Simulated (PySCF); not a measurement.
Zero-point energy (kcal/mol) of eight silicon and germanium compounds: PBE-D3(BJ) beside PBE0-D3(BJ), computed with PySCF for isolated molecules in the bases named; differences from unrounded values. The eight are the first of their class met in an unordered collection, after screening for sound electronic states; none was chosen by its value. Each level has its own optimised geometry.

```csv
molecule,basis,PBE0-D3(BJ),PBE-D3(BJ),difference
"C3H9NSi, SMILES C=CN(C)[SiH3]",def2-SVP,70.56,68.18,-2.37
"Si(H)2(Me)(OMe) (C2H8OSi), SMILES CO[SiH2]C",def2-SVP,60.30,58.31,-1.99
"BrH5N2OSi, SMILES Br[Si](N)(O)N",def2-SVP,43.21,41.82,-1.39
"C2H7NOSi2, SMILES [SiH3]C1=NC[SiH2]O1",def2-SVP,53.52,51.49,-2.03
"C₂H₅ClSi₂, SMILES [Si@@H](Cl)([SiH3])C#C",def2-SVP,34.45,33.26,-1.19
"Si(H)(F)(vinyl)(OH) (C2H5FOSi), SMILES C=C[SiH](O)F",def2-SVP,43.37,41.89,-1.49
"C3H7NSi, SMILES [SiH2]1CN=C1C",def2-SVP,57.73,55.61,-2.12
"CH6ClFSi2, SMILES F[SiH2]C[SiH2]Cl",def2-SVP,41.75,40.39,-1.36
```

PBE-D3(BJ) lies below PBE0-D3(BJ) in 8 and above it in 0 of the eight; the mean signed difference is -1.74 and the largest -2.37 kcal/mol.
